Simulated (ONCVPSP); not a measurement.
Zr, ONCV: configuration errors across variants

```json
{
  "Element": "Zr (Z = 40)",
  "Generator": "ONCVPSP 4.0.1",
  "Type": "optimised norm-conserving Vanderbilt (ONCV)",
  "Functional": "PBE",
  "Relativity": "scalar-relativistic",
  "Frozen core": "[Kr]",
  "Valence charge": "4",
  "Reference configuration": "4d2.5 5s1.5",
  "Partial waves": "5s: rc 2.75 bohr, ncon 4, nbas 8, qcut 2 1/bohr, local; p scattering state at 0.08 Ha: rc 2.75 bohr, ncon 4, nbas 8, qcut 3.2 1/bohr, 1 projector; 4d: rc 2.75 bohr, ncon 3, nbas 8, qcut 6.2 1/bohr, 2 projectors, debl 1.8 Ha",
  "Local potential": "the s channel",
  "Core correction": "none"
}
```

All-electron excitation energies from the reference (eV): (1) 4d2 5s2 -0.514; (2) 4d2 5s1 6.623; (3) 4d2 5s0 19.564; (4) 4d3 5s0 7.007.

Errors AE − PS in meV (a dash: test not solved or not reliable):

```csv
change,(1),(2),(3),(4),bound ghosts,GHOST(+) flags above zero
base,+4.2,+5.8,+142,+44,none,p
d: debl 0.2,+4.1,+6.3,+145,+43,none,p
d: debl 0.25,+4.1,+6.3,+145,+43,none,p
d: debl 0.4,+4.2,+6.3,+145,+43,none,p
d: debl 0.7,+4.2,+6.3,+145,+43,none,p
d: debl 1.05,+4.2,+6.2,+144,+43,none,p
d: debl 1.35,+4.2,+6.1,+144,+44,none,p
d: debl 2.15,+4.2,+5.4,+140,+44,none,p
d: debl 4.9,+3.0,-0.7,+115,+44,none,p
```

(1) Give the same row for: d: debl 3.1.

## Answers

(1) +3.9, +3.7, +133, +44; bound ghosts: none; GHOST(+) flags above zero: p.
